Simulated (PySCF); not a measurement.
**How methods differ on the electron affinity of K**

K⁻ [Ar] 4s2 (1S) → K [Ar] 4s1 (2S), as a difference of total energies. Computed with PySCF 2.14 in aug-cc-pVDZ-X2C (6s5p3d, 36 functions), with the spin-free X2C one-electron Hamiltonian (Gaussian nucleus). Correlated levels: valence: [Ar] frozen. The calculations carry no spin-orbit coupling.

```csv
method,electron affinity (eV)
UHF,-0.091
LDA,0.588
PBE,0.526
PBE0,0.489
r2SCAN,0.416
LC-wPBE,0.418
PBEsol,0.496
HSE06,0.492
MN15,0.809
MP2 (valence),0.259
SCS-MP2 (valence),0.329
```

Errors of the correlated levels include the incompleteness of this basis and the frozen core.

A negative affinity means that the anion lies above the atom at that level of theory.

In the anion the highest occupied orbital energy is positive at LDA, PBE, PBE0, r2SCAN, PBEsol, HSE06, a self-interaction effect; the basis confines that electron, and the energy difference can still be sensible.

For comparison: 0.501 eV (measured; photodetachment measurements, as compiled on the Wikipedia data page of electron affinities).
